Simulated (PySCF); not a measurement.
Dissociation curve of GeF, doublet.

- UKS-B3LYP/6-31G* = PySCF with unrestricted B3LYP/6-31G*, spherical d
- UKS-PBE = unrestricted PBE/cc-pVDZ in PySCF 2.14.0
- UHF/cc-pVDZ (PySCF)

Energies are in kJ/mol, each relative to the lowest point of its own curve near equilibrium.

| R / Å | UKS-B3LYP/6-31G* | UKS-PBE | UHF |
|---|---|---|---|
| 1.39 | 359.3 | 406.7 | 373.3 |
| 1.48 | 170.8 | 202.9 | 176.6 |
| 1.59 | 51.7 | 68.7 | 52.3 |
| 1.64 | 24.0 | 35.5 | 23.7 |
| 1.72 | 2.7 | 7.0 | 2.3 |
| 1.76 | 0.0 | 1.3 | 0.0 |
| 1.80 | 1.4 | 0.0 | 2.0 |
| 1.88 | 13.5 | 7.4 | 15.8 |
| 1.94 | 28.5 | 19.3 | 32.2 |
| 2.05 | 64.1 | 49.8 | 70.7 |
| 2.18 | 112.7 | 93.3 | 123.0 |
| 2.34 | 174.3 | 149.4 | 189.1 |

At the longest distance, 2.34 Å, UHF lies highest above its minimum (189.1 kJ/mol) and UKS-PBE lowest (149.4 kJ/mol).

The scan ran from 1.39 to 7.04 Å; beyond the distances shown one of the unrestricted levels run for this scan, shown here or not, changes its spin distribution in one step.
